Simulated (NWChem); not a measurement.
Molecule: SnCl$_{4}$; SMILES [Cl][Sn]([Cl])([Cl])[Cl]

```xyz
5

Cl    -1.3516     1.3516    -1.3516
Sn     0.0000     0.0000     0.0000
Cl     1.3516    -1.3516    -1.3516
Cl    -1.3516    -1.3516     1.3516
Cl     1.3516     1.3516     1.3516
```
Atoms are numbered in this order, from 1.

Program: NWChem. The geometry was optimised at PBE-D3(BJ)/def2-SVP. Not confirmed as a minimum by frequencies. def2 effective core potentials on Sn; no spin-orbit coupling. Total energies compare along this basis series because the functional is fixed.

```json
[
 {"level": "Hartree-Fock/def2-SVP", "basis functions": "98", "energy (Ha)": "-2050.9481", "highest occupied level (eV)": "-13.09", "orbital gap (eV)": "13.18"},
 {"level": "Hartree-Fock/def2-SVPD", "basis functions": "140", "energy (Ha)": "-2050.9747", "highest occupied level (eV)": "-13.26", "orbital gap (eV)": "12.86"},
 {"level": "Hartree-Fock/def2-TZVP", "basis functions": "198", "energy (Ha)": "-2051.5917", "highest occupied level (eV)": "-13.19", "orbital gap (eV)": "13.16"},
 {"level": "Hartree-Fock/def2-TZVPD", "basis functions": "240", "energy (Ha)": "-2051.5933", "highest occupied level (eV)": "-13.19", "orbital gap (eV)": "…"},
 {"level": "Hartree-Fock/def2-TZVPP", "basis functions": "218", "energy (Ha)": "-2051.5919", "highest occupied level (eV)": "-13.18", "orbital gap (eV)": "13.17"}
]
```

### Question
Fill in the missing entries.

### Answer

- Hartree-Fock/def2-TZVPD, orbital gap (eV): 12.98
